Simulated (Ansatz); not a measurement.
Steps of a relaxation of CH₅BIIn (`B[CH]([InH2])I`) with RKS PBE0-D4/def2-TZVP.

```sh
$ ansatz run in.yaml --threads 4 --pin off --events-out ev --progress --plain --max-ram 10444MiB
```

```yaml
crystal:
  periodic: [false, false, false]
  atoms:
    - {symbol: B, position_ang: [-0.321170, 1.343620, -0.669770]}
    - {symbol: C, position_ang: [0.634920, 0.121900, -0.558010]}
    - {symbol: In, position_ang: [0.420400, -1.113930, 1.270450]}
    - {symbol: I, position_ang: [-1.264380, -0.833000, -1.270020]}
    - {symbol: H, position_ang: [-0.288430, 2.038990, -1.613200]}
    - {symbol: H, position_ang: [-0.924130, 1.675620, 0.288830]}
    - {symbol: H, position_ang: [1.352560, -0.086120, -1.351340]}
    - {symbol: H, position_ang: [0.569710, -2.825740, 1.230090]}
    - {symbol: H, position_ang: [-0.179480, -0.321330, 2.672980]}
basis:
  gaussian: {orbitals: def2-TZVP}
hamiltonian: {xc: pbe0, dispersion: d4}
relax: {f_tol: 0.005, max_steps: 150}
```

Positions (Å) and forces (eV/Å) along the path, 11 of 11 steps:

```xyz
9
step=1 energy=-15067.0907 eV
B    -0.321    1.344   -0.670    0.593   -0.206    0.264
C     0.635    0.122   -0.558   -0.217   -0.341    0.422
In    0.420   -1.114    1.270    0.028    0.109   -0.018
I    -1.264   -0.833   -1.270   -0.214    0.030   -0.284
H    -0.288    2.039   -1.613   -0.040    0.316   -0.569
H    -0.924    1.676    0.289   -0.345    0.048    0.301
H     1.353   -0.086   -1.351   -0.053   -0.056    0.026
H     0.570   -2.826    1.230    0.227   -0.019   -0.101
H    -0.179   -0.321    2.673    0.022    0.119   -0.043
9
step=2 energy=-15067.1735 eV
B    -0.258    1.379   -0.632   -0.291   -0.583   -0.032
C     0.561    0.052   -0.511   -0.316    0.156   -0.067
In    0.420   -1.131    1.320   -0.103   -0.156   -0.126
I    -1.365   -0.734   -1.397    0.303    0.050    0.176
H    -0.235    2.035   -1.627    0.231    0.227   -0.020
H    -0.987    1.672    0.276    0.161    0.158    0.012
H     1.300   -0.194   -1.274   -0.080    0.006    0.001
H     0.753   -2.829    1.176    0.044    0.234    0.086
H    -0.189   -0.250    2.669    0.050   -0.092   -0.030
9
step=3 energy=-15067.2145 eV
B    -0.279    1.373   -0.650    0.025   -0.148    0.043
C     0.537    0.050   -0.514   -0.233    0.049   -0.108
In    0.392   -1.141    1.305    0.047   -0.054   -0.009
I    -1.365   -0.757   -1.383    0.046    0.056    0.073
H    -0.186    2.072   -1.621    0.071   -0.026    0.052
H    -0.967    1.711    0.276    0.045    0.022   -0.088
H     1.262   -0.211   -1.285    0.001    0.047    0.032
H     0.812   -2.812    1.203    0.020    0.104    0.021
H    -0.207   -0.285    2.669   -0.022   -0.050   -0.016
9
step=4 energy=-15067.2263 eV
B    -0.279    1.373   -0.660    0.047    0.052    0.046
C     0.505    0.038   -0.522   -0.068    0.032   -0.020
In    0.391   -1.146    1.301    0.037    0.006    0.004
I    -1.401   -0.749   -1.372    0.037    0.037    0.012
H    -0.141    2.083   -1.621    0.009   -0.103    0.074
H    -0.959    1.734    0.262    0.005   -0.003   -0.086
H     1.245   -0.216   -1.280   -0.059   -0.020   -0.023
H     0.874   -2.794    1.221    0.030    0.014   -0.006
H    -0.235   -0.324    2.671   -0.038   -0.015   -0.001
9
step=5 energy=-15067.2396 eV
B    -0.248    1.383   -0.645    0.073    0.053   -0.099
C     0.475    0.017   -0.528   -0.002   -0.026    0.008
In    0.410   -1.164    1.293   -0.055    0.006    0.028
I    -1.486   -0.693   -1.303    0.025   -0.015   -0.028
H    -0.063    2.071   -1.611   -0.050   -0.013    0.020
H    -0.925    1.782    0.259    0.038   -0.004    0.025
H     1.172   -0.268   -1.318   -0.067    0.023    0.032
H     1.065   -2.752    1.265    0.018    0.022    0.006
H    -0.399   -0.378    2.589    0.018   -0.045    0.008
9
step=6 energy=-15067.2427 eV
B    -0.231    1.396   -0.655   -0.005   -0.006   -0.097
C     0.456    0.011   -0.532   -0.039   -0.011    0.023
In    0.387   -1.163    1.296    0.055   -0.014    0.053
I    -1.510   -0.672   -1.311   -0.005   -0.001   -0.010
H    -0.041    2.073   -1.627   -0.022   -0.010    0.030
H    -0.905    1.808    0.246    0.045    0.014    0.022
H     1.139   -0.293   -1.325   -0.005    0.018    0.063
H     1.135   -2.716    1.280   -0.032    0.036   -0.014
H    -0.430   -0.445    2.629    0.008   -0.027   -0.072
9
step=7 energy=-15067.2455 eV
B    -0.231    1.400   -0.664   -0.018    0.017    0.005
C     0.452    0.017   -0.516    0.051   -0.007   -0.033
In    0.398   -1.170    1.301   -0.013    0.001    0.039
I    -1.514   -0.662   -1.293   -0.024   -0.012   -0.015
H    -0.058    2.054   -1.654    0.001   -0.008    0.015
H    -0.877    1.839    0.244    0.001    0.013    0.004
H     1.138   -0.291   -1.305   -0.005   -0.012    0.009
H     1.153   -2.715    1.271   -0.003    0.020   -0.007
H    -0.460   -0.473    2.615    0.009   -0.012   -0.017
9
step=8 energy=-15067.2458 eV
B    -0.229    1.400   -0.662    0.000   -0.011   -0.003
C     0.452    0.014   -0.519   -0.015    0.014    0.013
In    0.396   -1.167    1.302    0.001    0.004   -0.001
I    -1.520   -0.662   -1.290    0.001    0.003   -0.003
H    -0.056    2.055   -1.651    0.000   -0.002    0.002
H    -0.870    1.841    0.248    0.002    0.002    0.003
H     1.134   -0.299   -1.308    0.011   -0.007   -0.013
H     1.165   -2.704    1.270    0.003   -0.004    0.001
H    -0.472   -0.478    2.611   -0.002    0.001    0.002
9
step=9 energy=-15067.2459 eV
B    -0.228    1.399   -0.662   -0.001    0.003   -0.001
C     0.450    0.013   -0.520    0.001   -0.004    0.001
In    0.396   -1.167    1.303    0.000    0.000   -0.001
I    -1.522   -0.657   -1.292   -0.002    0.000   -0.001
H    -0.055    2.055   -1.651    0.000    0.001   -0.002
H    -0.867    1.841    0.249   -0.001    0.002    0.002
H     1.132   -0.302   -1.309    0.002    0.000    0.000
H     1.171   -2.701    1.273    0.001   -0.001    0.002
H    -0.476   -0.480    2.610    0.000    0.000    0.000
9
step=10 energy=-15067.2459 eV
B    -0.228    1.399   -0.662   -0.001    0.002    0.001
C     0.449    0.012   -0.521    0.003   -0.006    0.002
In    0.396   -1.168    1.302    0.003    0.000    0.000
I    -1.526   -0.654   -1.292    0.002    0.000   -0.001
H    -0.054    2.054   -1.651    0.000    0.002   -0.003
H    -0.864    1.843    0.250   -0.001    0.000    0.001
H     1.130   -0.304   -1.310   -0.004    0.001    0.000
H     1.178   -2.699    1.276   -0.002    0.002    0.000
H    -0.481   -0.483    2.607    0.000   -0.001    0.000
9
step=11 energy=-15067.2459 eV
B    -0.227    1.400   -0.662   -0.002    0.000    0.000
C     0.449    0.012   -0.521    0.000   -0.004    0.000
In    0.396   -1.168    1.302    0.000   -0.001   -0.001
I    -1.526   -0.654   -1.292    0.001    0.000    0.001
H    -0.054    2.054   -1.651    0.001    0.001   -0.001
H    -0.864    1.843    0.250    0.000    0.000    0.000
H     1.130   -0.304   -1.310    0.000    0.002    0.001
H     1.178   -2.699    1.277    0.000    0.001    0.000
H    -0.481   -0.484    2.607    0.000    0.000    0.000
```

It took 38 s on 4 threads of an AMD EPYC 7B13 on a shared host, with 0.59 GiB of host memory at the peak.
